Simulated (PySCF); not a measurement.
Cartesian coordinates in Å; atom numbers follow the order of the lines, from 1:
```xyz
22

C     2.7267   -1.3056    0.4674
C     1.7145   -0.2440    0.1642
C     2.0902    1.0880    0.0449
C     1.1546    2.0586   -0.2647
C    -0.1709    1.7126   -0.4588
C    -0.5636    0.3874   -0.3395
C    -2.0179    0.0018   -0.5068
C    -2.6724   -0.2503    0.8603
C    -2.1233   -1.1831   -1.3273
N    -2.2027   -2.1260   -1.9691
C     0.3813   -0.5799   -0.0286
H     2.2946   -2.0895    1.0853
H     3.5902   -0.8865    0.9783
H     3.0704   -1.7622   -0.4612
H     3.1238    1.3658    0.1923
H     1.4589    3.0910   -0.3568
H    -0.8991    2.4740   -0.7009
H    -2.5547    0.8085   -1.0212
H    -2.1545   -1.0497    1.3857
H    -3.7164   -0.5314    0.7390
H    -2.6166    0.6540    1.4623
H     0.0765   -1.6142    0.0546
```

[PySCF: shielding tensors at PBE0/pcSseg-1 (GIAO); geometry: GFN2-xTB; no solvent model; rapidly exchanging positions averaged; single conformer; non-relativistic]

δ = σ(ref) − σ, references computed at the same level: ¹³C (186.93 ppm), ¹H (31.72 ppm) against TMS; NH3 for ¹⁵N (267.73 ppm).

| atoms | nucleus | count | δ (ppm) |
| --- | --- | --- | --- |
| C1 | ¹³C | 1 | 24.2 |
| C9 | ¹³C | 1 | ? |
| C4 | ¹³C | 1 | 134.6 |
| H19/H20/H21 | ¹H | 3 | 1.53 |
| H22 | ¹H | 1 | 7.83 |
| C6 | ¹³C | 1 | 146.2 |
| H12/H13/H14 | ¹H | 3 | ? |
| N10 | ¹⁵N | 1 | ? |
| H17 | ¹H | 1 | 7.16 |
| C8 | ¹³C | 1 | 27.5 |
| H16 | ¹H | 1 | 7.55 |
| C3 | ¹³C | 1 | ? |
| C5 | ¹³C | 1 | ? |
| H18 | ¹H | 1 | 3.43 |
| C2 | ¹³C | 1 | ? |
| H15 | ¹H | 1 | 7.46 |
| C11 | ¹³C | 1 | 133.8 |
| C7 | ¹³C | 1 | 33.3 |

Fill in the missing shifts.

Results:


- C2: 145.5 ppm, substituted aromatic carbon
- C3: 134.0 ppm, aromatic CH; the aromatic region
- C5: 129.5 ppm, aromatic CH; the aromatic region
- C9: 127.6 ppm, nitrile carbon; this is the usual window of a C≡N carbon, which has no attached hydrogen
- H12/H13/H14: 2.60 ppm, hydrogen on a methyl carbon on an aromatic ring; benzylic-type position, deshielded by the ring
- N10: 297.6 ppm, nitrile nitrogen

Shifts are as computed. Against solution values, carbons near 30 ppm lie about +3 ppm off and those near 130 ppm about +5 ppm. Of 1211 compounds with measured shifts, 218 miss one by over three times the rms of a fit or turn the order of signals round; such compounds aren't used in these exercises. Experimental scales use liquid or dissolved standards, which lie at an offset from isolated NH3 (liquid NH3: subtract about 20 ppm). Unscaled 15N shifts of sp2 nitrogen come out 20 to 40 ppm too high even then.
